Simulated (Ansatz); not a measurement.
Reaction (cleavage of the Si–Si bond): `O[SiH2][SiH2]S` + `N[SiH3]` → `O[SiH2]N[SiH3]` + `[SiH3]S`

Calculated with Ansatz (gas phase, PBE0-D4/def2-TZVP geometries, no zero-point term in ΔE). CCSD(T)/CBS adds triple-zeta CCSD(T) − MP2 to the extrapolated MP2 energy (def2 sets, frozen cores). This one scheme is used for every species. DFT in def2-TZVPP. One conformer a species, not always the lowest.

```
          level  ΔE (kcal/mol)
         B2PLYP          -20.2
            PBE          -14.2
         r2SCAN          -17.7
CCSD/def2-TZVPP          -20.7
```

Q: What does CCSD(T)/CBS give? (Best estimate.)

A: The calculation gave: -19.6 kcal/mol. The listed levels differ from it by -0.6, 5.4, 1.9, -1.1 kcal/mol.

Largest T1 diagnostic among the species: 0.012.

From PBE to PBE0 (25 % exact exchange), in def2-TZVPP and without D4, ΔE moves by −1.8 kcal/mol. In def2-TZVPP, CCSD(T) changes the Hartree–Fock value by +3.8 kcal/mol (the triples alone add +0.6 kcal/mol) and MP2 by +2.4 kcal/mol.
